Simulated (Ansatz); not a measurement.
Basis-set extrapolation for C2H6BNO (`OB1CCN1`) (PBE0-D4/def2-TZVP geometry, frozen core, Ansatz 0.2.0). Multiplicity 1, RHF reference.

```
                      def2-TZVPP   def2-QZVPP
                 HF  -233.388367  -233.399453
    MP2 correlation    -0.880783    -0.942465
CCSD(T) correlation    -0.947315      not run
```

Energies in hartree. Use E(X) = E(∞) + A·exp(−7.88·√X) for Hartree–Fock and E(X) = E(∞) + B·X^(−2.97) for correlation, with X = 3 and 4, and add CCSD(T) minus MP2 of the smaller set to the MP2 limit.

Task: What is the CCSD(T) energy at the basis-set limit?

Result: HF limit: -233.399453 + (-0.011086) × 0.13774 = -233.40098. MP2 limit: -0.942465 + (-0.061682) × 0.74074 = -0.98816. Higher-order term: -0.947315 − (-0.880783) = -0.06653. Total: -234.45567 hartree, 3.27 eV below CCSD(T)/def2-TZVPP.
